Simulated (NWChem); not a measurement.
System: C4H6O; SMILES O1CC=CC1

Input file for NWChem:

```
start job
memory heap 200 mb stack 900 mb global 1100 mb
geometry units angstroms noautosym nocenter noautoz
  C      0.000000    -0.666056     1.036490
  C      0.000000     0.666056     1.036490
  C      0.000000     1.161140    -0.376956
  O      0.000000     0.000000    -1.176305
  C      0.000000    -1.161140    -0.376956
  H      0.000000    -1.319150     1.910975
  H      0.000000     1.319150     1.910975
  H      0.889241     1.785256    -0.600429
  H     -0.889241     1.785256    -0.600429
  H      0.889241    -1.785256    -0.600429
  H     -0.889241    -1.785256    -0.600429
end
basis spherical
  * library 6-31+g*
end
dft
  xc b3lyp
  iterations 150
end
property
  response 1 0.0
end
task dft property
```

Structure relaxed at the PBE0/def2-SVP level.

Static field.

Problem. Predict the main results of this run. (B3LYP/6-31+G* (spherical d).) Quantities: isotropic polarisability (bohr³); anisotropy (bohr³).

Solution. 
```json
{
  "isotropic polarisability (bohr³)": "48.2",
  "anisotropy (bohr³)": "21.3"
}
```
